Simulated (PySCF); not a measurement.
C3H7BO2, SMILES OB1CC(O)C1. Atoms are numbered in the order given.

```xyz
13

O      2.2405     0.9623     0.1623
B      1.0140     0.4277    -0.0053
C     -0.4332     1.0596     0.0947
C     -0.9028    -0.4133     0.3256
O     -2.0339    -0.8619    -0.3818
C      0.4209    -1.0340    -0.1917
H      2.9501     0.3085     0.1036
H     -0.7024     1.8230     0.8400
H     -0.7771     1.3894    -0.9025
H     -1.0081    -0.6061     1.4129
H     -2.7918    -0.3354    -0.0942
H      0.2906    -1.2644    -1.2647
H      0.8067    -1.9312     0.3157
```
Charge 0, spin multiplicity 1.

Geometry: B3LYP-D3(BJ)/def2-SVP. The structure was generated by enumeration, and PubChem lists no compound with its InChIKey, so it may never have been made. Other conformers were not sampled.

The numbers are results of PySCF with TDA-M06-2X/def2-SVPD, not measurements.

Vertical excitations. 

Task: Give excitation energies, oscillator strengths and character. (An estimate is asked for; the answer gives what the named calculation found.)

Result: 
```
state  energy (eV)  λ (nm)      f                                                main pairs
-----  -----------  ------  -----  --------------------------------------------------------
S1            6.29     197  0.000  HOMO−1→LUMO+2 55 %, HOMO−1→LUMO+1 23 %, HOMO→LUMO+2 11 %
S2            6.93     179  0.012                                          HOMO→LUMO+1 75 %
S3            7.08     175  0.007        HOMO→LUMO+2 37 %, HOMO−1→LUMO 31 %, HOMO→LUMO 21 %
S4            7.13     174  0.010                        HOMO−1→LUMO 55 %, HOMO→LUMO+2 32 %
S5            7.55     164  0.028                                            HOMO→LUMO 67 %
S6            7.85     158  0.004                    HOMO−2→LUMO+2 54 %, HOMO−2→LUMO+1 38 %
S7            8.10     153  0.018                    HOMO−1→LUMO+1 49 %, HOMO−1→LUMO+2 25 %
S8            8.25     150  0.032                                          HOMO−2→LUMO 74 %
S9            8.38     148  0.052                        HOMO→LUMO+4 60 %, HOMO→LUMO+5 17 %
S10           8.56     145  0.005     HOMO→LUMO+3 52 %, HOMO−1→LUMO+3 11 %, HOMO→LUMO+4 8 %
T1            5.88     211      0  HOMO−1→LUMO+2 57 %, HOMO−1→LUMO+1 24 %, HOMO→LUMO+2 10 %
T2            6.58     188      0                        HOMO→LUMO+1 51 %, HOMO→LUMO+2 23 %
T3            6.87     181      0        HOMO→LUMO+2 42 %, HOMO→LUMO+1 22 %, HOMO→LUMO 15 %
T4            6.99     177      0                                          HOMO−1→LUMO 83 %
```
Triplets are in the Tamm–Dancoff approximation.
